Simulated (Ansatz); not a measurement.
CH₆FNOSi, SMILES `NC(F)[SiH2]O` at its PBE0-D4/def2-TZVP geometry, where that method's forces vanish. Charge 0, multiplicity 1.

```xyz
11

N    -0.0634   -1.6176   -0.4561
C    -0.7656   -0.4268   -0.2347
F    -1.5146   -0.0009   -1.3772
Si    0.3794    1.0241    0.1850
O     0.9320    0.7672    1.7132
H    -0.6540   -2.4171   -0.6389
H     0.6569   -1.5422   -1.1601
H    -1.5119   -0.5877    0.5489
H     1.4859    1.0328   -0.8147
H    -0.3714    2.3030    0.0920
H     1.4268    1.4652    2.1425
```

Question: What forces (eV/Å) does r2SCAN-D4/def2-TZVPP give on these atoms in the Gaussian-basis code of Ansatz? (An estimate is asked.)

Answer: Ansatz gave: 
```
N1   0.100 -0.135  0.043
C2   0.171  0.042  0.382
F3  -0.240  0.147 -0.368
Si4 -0.003  0.050 -0.052
O5   0.002 -0.039  0.040
H6  -0.013 -0.032 -0.018
H7   0.005  0.001 -0.032
H8  -0.019 -0.021  0.000
H9  -0.025 -0.007 -0.002
H10  0.005 -0.022 -0.011
H11  0.018  0.017  0.019
```
